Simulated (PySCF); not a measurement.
C3H4ClF.

```xyz
9

C     -1.3740    -1.1265     0.0000
C      0.0905    -0.8702     0.0000
F      0.8427    -1.9960     0.0000
C      0.7468     0.3083     0.0000
Cl    -0.0559     1.8449     0.0000
H     -1.6617    -1.7195     0.8933
H     -1.9360    -0.1758     0.0000
H     -1.6617    -1.7195    -0.8933
H      1.8452     0.3465     0.0000
```

Coordinates come from a PBE-D3(BJ)/def2-SVP optimisation.

The numbers are results of PBE/pcSseg-1 (PySCF), not measurements. Non-relativistic, no solvent.

Q: Give the absolute GIAO shielding of each atom: isotropic value and principal components (ppm). (The exact figures need the calculation; the answer reports its results.)

A: 
```tsv
atom	σ(iso)	σ11	σ22	σ33	span
C1	163.3	149.9	159.8	180.1	30.2
C2	7.8	-84.9	49.7	58.5	143.4
F3	248.0	152.1	249.7	342.1	190.1
C4	65.4	-10.3	90.3	116.3	126.6
Cl5	770.4	636.0	730.8	944.3	308.4
H6	29.1	25.5	26.6	35.2	9.6
H7	28.5	23.4	30.1	31.9	8.5
H8	29.1	25.5	26.6	35.2	9.6
H9	25.2	20.9	26.6	28.0	7.1
```
